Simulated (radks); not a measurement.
Isoelectronic series with 10 electrons, all held in the configuration [Ne], which need not be the ground one along the series. Calculated with a radial shooting solver on a logarithmic mesh with Libxc functionals: Dirac Kohn-Sham, LDA (Slater exchange, Perdew-Wang correlation), spin-unpolarised, spherical densities, finite nucleus; Fermi nuclear charge, rms radius of each element as measured or else 0.836 A^(1/3) + 0.57 fm. Total energies (hartree) and orbital eigenvalues (eV):

ion    E (hartree)      2p3/2      2p1/2      2s1/2
Ne      -128.37486   -13.4981   -13.6018   -36.1141
Mg2+    -198.60696   -66.7359   -67.0273   -99.4532
Si4+    -285.03061  -148.3517  -149.0106  -191.6044
S6+     -387.66304  -257.6188  -258.9144  -311.8060
Ar8+    -506.55342  -394.3284  -396.6377  -459.9243
Ca10+   -641.76764  -558.4004  -562.2271  -635.9978
Ti12+   -793.38433  -749.8047  -755.7993  -840.1441
Cr14+   -961.49390  -968.5369  -977.5163  -1072.531
Fe16+  -1146.19786  -1214.607  -1227.576  -1333.363
Ni18+  -1347.60938  -1488.037  -1506.209  -1622.881
Zn20+  -1565.85244  -1788.855  -1813.677  -1941.354
Ge22+  -1801.06368  -2117.097  -2150.270  -2289.085
Se24+  -2053.39238  -2472.803  -2516.310  -2666.408
Kr26+  -2323.00001  -2856.021  -2912.152  -3073.688
